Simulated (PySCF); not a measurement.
Isomers of C6H6P2. Computed with PBE0-D3(BJ)/def2-SVP geometry optimisation, gas phase (PySCF). Energies are electronic, without zero-point or thermal terms, for one conformer each. No frequencies were run at this level. Point groups hold within 0.08 Å.

Question: Order them by energy at this level, lowest first, and give relative energies in kJ/mol.
A. `[H]/[P:1]=[P:2]\[c:3]1[cH:4][cH:5][cH:6][cH:7][cH:8]1` with P1–P2–C3–C4 34°
B. `[CH2:1]=[CH:2][c:3]1[cH:4][p:5][cH:6][cH:7][p:8]1` with C1–C2–C3–C4 10°

Answer: A (0.0), B (90.7).

As drawn, the higher has a C=C bond outside aromatic rings, which the lower lacks.

```json
{"SMILES": "[H]/P=P\\c1ccccc1", "E (Eh)": "-914.03561", "E rel (kJ/mol)": "0.0", "dipole (D)": "2.81", "point group": "C1", "A, B, C (MHz)": "3782, 839.0, 706.9"}
{"SMILES": "C=Cc1cpccp1", "E (Eh)": "-914.00105", "E rel (kJ/mol)": "90.7", "dipole (D)": "0.25", "point group": "–", "A, B, C (MHz)": "2330, 1235, 808.2"}
```

Question: How do the relative energies change in single points at PBE0/pcSseg-1 (no added dispersion term) on the same geometries?

Answer: 
```
          SMILES  PBE0-D3(BJ)/def2-SVP (kJ/mol)  PBE0/pcSseg-1 (kJ/mol)  shift
[H]/P=P\c1ccccc1                            0.0                     0.0    0.0
     C=Cc1cpccp1                           90.7                    80.4  -10.3
```

Each column counts from its own lowest isomer. The order is unchanged; the largest shift is 10.3 kJ/mol.
